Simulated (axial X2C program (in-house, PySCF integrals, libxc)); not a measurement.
## Which molecule has these constants?

Calculated with an in-house relativistic program for diatomic molecules, spin-free (one-electron X2C) or two-component (2c: spin–orbit coupling with atomic mean-field Coulomb and Gaunt terms, which also bring small scalar terms), in Dyall basis sets with cores contracted in-house; open shells are unrestricted.

A two-component CCSD(T) calculation in a Dyall 3-zeta basis gave Re = 1.232 Å, ωe = 1395.3 cm⁻¹, De = 2.85 eV, Ω = 1.

Question: Which molecule is it?
A. OF⁺
B. SeF⁺
C. SF⁺

Answer: A. The others have SF⁺ 1.524 Å and 999.8 cm⁻¹ (Ω = 1); SeF⁺ 1.667 Å and 805.4 cm⁻¹ (Ω = 1).

Frozen shells (counts by l): OF⁺ F 1s, O 1s, 12 electrons correlated; SF⁺ S 2s1p, F 1s, 12 electrons correlated; SeF⁺ Se 3s2p1d, F 1s, 12 electrons correlated. Coupled cluster in natural virtuals with an MP2 remainder. Where the outer core of a metal is frozen, bonds come out longer and ionisation energies lower.

Each entry is the lowest single determinant of a limited PBE0 search at one distance. De goes to single-determinant-based atoms at the same level (for ions the charge split of lowest energy) and is withheld (n/a) where an atom does not fit its ground term or J level. Main or longest-lived isotopes. One determinant is a doubtful description, or other states lie close, for OF⁺, SF⁺, SeF⁺; these need not be ground states, and all values refer to the states named. Some open-shell Ω = 0 determinants are out of reach, so the Ω given for OF⁺, SF⁺, SeF⁺ need not be the lowest component. With several unpaired electrons the Ω given is that of one determinant, not necessarily of the lowest component.
